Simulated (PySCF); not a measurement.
Sn(H)(Cl)2(Me) (CH4Cl2Sn), SMILES [CH3][SnH]([Cl])[Cl].

Coordinates come from a r2SCAN-D4/def2-SVP optimisation. The structure was generated by enumeration; whether it is a known compound was not checked. The def2 effective core potentials stand for the cores of Sn; spin–orbit coupling is left out.

Calculation: PySCF with TDDFT-PBE/def2-SVPD.

Vertical excitations. Isolated molecule, no solvent. State labels are in the subgroup Cs.

Computed lowest excited states:
```csv
state,symmetry,energy (eV),λ (nm),f,main pairs
S1,A',5.29,235,0.042,HOMO→LUMO 96 %
S2,A",5.40,230,0.024,"HOMO−1→LUMO 82 %, HOMO−2→LUMO 15 %"
S3,A",5.42,229,0.005,"HOMO−2→LUMO 83 %, HOMO−1→LUMO 15 %"
S4,A',5.56,223,0.020,HOMO−3→LUMO 97 %
S5,A",6.16,201,0.000,HOMO→LUMO+1 99 %
S6,A',6.37,195,0.011,HOMO−1→LUMO+1 96 %
S7,A',6.45,192,0.008,"HOMO−2→LUMO+1 81 %, HOMO→LUMO+2 13 %"
S8,A',6.52,190,0.017,"HOMO→LUMO+2 64 %, HOMO−2→LUMO+1 18 %, HOMO−4→LUMO 16 %"
S9,A",6.59,188,0.002,"HOMO−3→LUMO+1 77 %, HOMO−1→LUMO+2 16 %"
S10,A",6.68,186,0.001,HOMO−1→LUMO+2 74 %
T1,A',4.75,261,0,HOMO→LUMO 98 %
T2,A",5.00,248,0,HOMO−1→LUMO 99 %
T3,A",5.14,241,0,HOMO−2→LUMO 99 %
T4,A',5.20,238,0,HOMO−3→LUMO 99 %
```
Triplets are in the Tamm–Dancoff approximation, which puts them higher than full response would, so one can lie above its singlet here.
